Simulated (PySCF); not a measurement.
## S²⁺ (sulfur, charge +2) across methods

[Ne] 3s1 3p2 3d1, one real determinant (an excited configuration). All numbers are calculated (PySCF 2.14, no relativity, point nucleus, in aug-cc-pwCVDZ).

| method | E (hartree) | mean ε 3s α (eV) | mean ε 3p α (eV) | mean ε 3d α (eV) | Σ⟨r²⟩ (bohr²) | ⟨S²⟩ |
| --- | --- | --- | --- | --- | --- | --- |
| BLYP | -396.0127 | -42.782 | -31.182 | -15.448 | 17.50 | 6.000 |
| B97-3 | -395.9489 | -45.555 | -33.252 | -16.565 | 17.58 | 6.000 |
| PBE0 | -395.8715 | -45.593 | -33.343 | -16.625 | 17.53 | 6.000 |
| LDA | -394.6168 | -43.084 | -31.527 | -15.608 | 17.53 | 6.000 |
| PBE | -395.8433 | -43.172 | -31.565 | -15.763 | 17.48 | 6.000 |
| revPBE | -395.9539 | -43.157 | -31.544 | -15.773 | 17.46 | 6.000 |
| CAM-B3LYP | -395.9979 | -46.926 | -34.601 | -17.684 | 17.52 | 6.000 |
| UHF | -395.49171 | -52.299 | -38.140 | -18.662 | 17.91 | 6.000 |
| r2SCAN | -395.9930 | -44.169 | -32.101 | -15.747 | 17.56 | 6.000 |

⟨L²⟩ = 7.98 against 12 for a pure F term, so this real determinant mixes terms. The outer electron is Rydberg-like, and this basis confines it to a smaller radius and binds it less than a complete one would.
